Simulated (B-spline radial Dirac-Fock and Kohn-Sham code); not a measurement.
Run log: Rb

ΔSCF core binding energies without Breit or QED terms, calculated with a radial atomic solver. Keys: rel is the Hamiltonian (dirac, or spin-free x2c and nr, where L3 and M5 stand for the whole 2p and 3d shells), method is hf or an exchange,correlation pair (spin-unpolarised, also for the hole states), nuc the nuclear model, radius_factor scales its radius, rmax is the box in bohr, h the logarithmic mesh step, order the B-spline order, points the quadrature points per cell, c_factor scales the speed of light, and damp, ndamp, maxit and tol steer the iteration. The run stops when the commutator error falls below 10·tol·max(1, Z/10), or the numerical noise floor, and the energy has settled to about 1e-8 Ha; the virial ratio is −V/T.

Input (task.json):

```json
{"items": [{"Z": 37, "q": 0, "cfg": [[1, 0, 2], [2, 0, 2], [2, 1, 6], [3, 0, 2], [3, 1, 6], [3, 2, 10], [4, 0, 2], [4, 1, 6], [5, 0, 1]], "A": 85, "rrms": 4.2036, "do": "settings", "holes": ["K", "L3", "M5"],
  "settings": [{"rel": "dirac", "method": "hf", "nuc": "fermi", "radius_factor": 1.0, "rmax": 45.0, "h": 0.3, "order": 7, "points": 10, "c_factor": 1.0, "maxit": 60, "damp": 0.5, "ndamp": 3, "tol": 1e-08}]}]}
```

Command: `python xray2_run.py task.json out`

Ground-state iterations:

```
iter   energy (Ha)        error
   1    -2979.29970914  1.35e+00
   2    -2979.71051539  1.04e-01
   3    -2979.80046974  2.43e-02
   4    -2979.80499507  9.59e-03
   5    -2979.80540116  2.68e-03
   6    -2979.80547136  6.26e-04
   7    -2979.80547655  7.49e-05
   8    -2979.80547679  5.49e-06
   9    -2979.80547679  6.56e-07
  10    -2979.80547679  1.53e-07
```

The ground state converged in 10 iterations, with total energy -2979.80548 Ha, virial ratio 1.97197 and highest orbital energy -3.81 eV. ΔSCF binding energies: K (1s) 15241.3 eV, L3 (2p3/2) 1813.9 eV, M5 (3d5/2) 115.9 eV.
